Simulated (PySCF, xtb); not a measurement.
Al(F)(Br)(NH2) (AlBrFH2N), SMILES [NH2][Al]([F])[Br]. Other conformers were not sampled.

Harmonic wavenumbers (cm⁻¹) from GFN2-xTB (xtb 6.7.1) at its own minimum, in rising order: 120, 149, 232, 272, 390, 406, 535, 763, 873, 1459, 3442, 3462.

Q: What does PBE0-D3(BJ)/def2-SVP run with PySCF give at its own minimum? (An estimate is asked for; the answer gives what the named calculation found.)

A: 154, 195, 243, 361, 398, 409, 663, 816, 945, 1519, 3626, 3722. Paired by order, the mean absolute difference is 79 cm⁻¹ and the zero-point energies are 17.3 and 18.7 kcal/mol.
